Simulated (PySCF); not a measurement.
# Working out the ionisation energy of Sb⁺

Sb⁺ [Kr] 4d10 5s2 5p2 (3P) → Sb²⁺ [Kr] 4d10 5s2 5p1 (2P). Computed with PySCF 2.14 in x2c-QZVPPall (13s9p7d4f1g, 112 functions), with scalar relativity by spin-free X2C-1e. Frozen: [Kr] 4d10. Energies in hartree (1 hartree = 27.21139 eV):

| part | Sb⁺ (lower) | Sb²⁺ (upper) |
| --- | --- | --- |
| UHF | -6477.723430 | -6477.135357 |
| CCSD correlation | -0.060602 | -0.047009 |
| (T) | -0.001578 | -0.000654 |

**Question.** What does Hartree-Fock give?

**Answer.** (-6477.135357) − (-6477.723430) = 0.588073 hartree = 16.002 eV.

**Question.** What do CCSD and CCSD(T) give?

**Answer.** The CCSD correlation energies differ by 0.013593 hartree = 0.370 eV and the triples by 0.000924 hartree = 0.025 eV, so CCSD gives 16.372 eV and CCSD(T) 16.397 eV.

A first-order spin-orbit estimate adds -0.068 eV to CCSD(T) (valence), giving 16.329 eV against 16.626 ± 0.025 eV (measured; NIST Atomic Spectra Database, ionization energies).

What remains against the reference includes basis incompleteness, the frozen core and higher excitations.
